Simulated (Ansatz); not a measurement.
The cluster Li2Al3⁻. Charge -1, multiplicity 3. Geometry B3LYP-D4/def2-TZVP, that of the neutral doublet.

Cartesian coordinates in Å:
```
Al 1.002 0.799 -0.623
Al -0.513 -1.133 -0.326
Al 1.580 -1.412 1.249
Li -1.368 0.980 -1.898
Li -0.700 0.766 1.598
```

At PBE-D4/def2-TZVPD, r2SCAN-D4/def2-TZVPD, PBE0-D4/def2-TZVPD the highest occupied level of the charge -1 triplet lies above zero (up to 0.59 eV). By energy differences its removal costs 1.12 eV (vertical, to the charge 0 doublet, at PBE-D4/def2-TZVPD); a positive level beside a positive removal energy at the same level points to self-interaction error. The structure comes from a short search, and lower isomers may exist.

(1) Estimate the α-spin orbital energies around the gap (eV) in Ansatz with PBE-D4/def2-TZVPD, r2SCAN-D4/def2-TZVPD, PBE0-D4/def2-TZVPD.

Answers

(1) 
```
orbital  PBE-D4/def2-TZVPD  r2SCAN-D4/def2-TZVPD  PBE0-D4/def2-TZVPD
 HOMO−5              -3.20                 -3.46               -4.24
 HOMO−4              -2.49                 -2.74               -3.45
 HOMO−3              -0.70                 -0.75               -1.23
 HOMO−2              -0.25                 -0.37               -0.83
 HOMO−1               0.26                  0.09               -0.36
   HOMO               0.59                  0.43                0.05
   LUMO               1.06                  1.29                1.47
 LUMO+1               1.19                  1.36                1.65
 LUMO+2               1.22                  1.50                1.75
 LUMO+3               1.56                  1.69                2.09
 LUMO+4               2.23                  2.55                2.60
 LUMO+5               2.45                  2.80                2.82
 β HOMO               0.02                 -0.01               -0.43
 β LUMO               1.00                  1.10                1.44
```
